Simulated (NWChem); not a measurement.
Molecule: CH₅NTe; SMILES C[Te]N

```xyz
8

Te     0.3339     0.0408     0.0000
C     -0.9509    -1.6975     0.0000
H     -1.5753    -1.7140    -0.9029
H     -1.5753    -1.7140     0.9029
H     -0.2943    -2.5803     0.0000
N     -1.0499     1.5426     0.0000
H     -1.6409     1.5024     0.8281
H     -1.6409     1.5024    -0.8281
```
Atoms are numbered in this order, from 1.

Level: PBE0/def2-SVP with def2 effective core potentials on Te (NWChem), optimised geometry, unscaled harmonic frequencies. def2 effective core potentials on Te; no spin-orbit coupling.

```tsv
frequency (cm⁻¹)	IR intensity (km/mol)
105	0.0
175	4.3
337	42.4
519	68.4
531	49.4
716	42.9
822	36.8
825	12.8
948	1.1
1236	5.1
1424	8.5
1437	9.6
1543	16.7
3069	10.5
3188	1.7
3204	0.9
3544	8.7
3656	21.8
```

```yaml
zero_point_energy: 39.0 kcal/mol
thermal correction to the enthalpy at 298.15 K (with zero-point energy): 42.9 kcal/mol
heat capacity Cv: 16.7 cal/(mol K)
entropy at 298.15 K and 1 atm (symmetry number 1): 75.0 cal/(mol K)
```

Rigid rotor and harmonic oscillator.
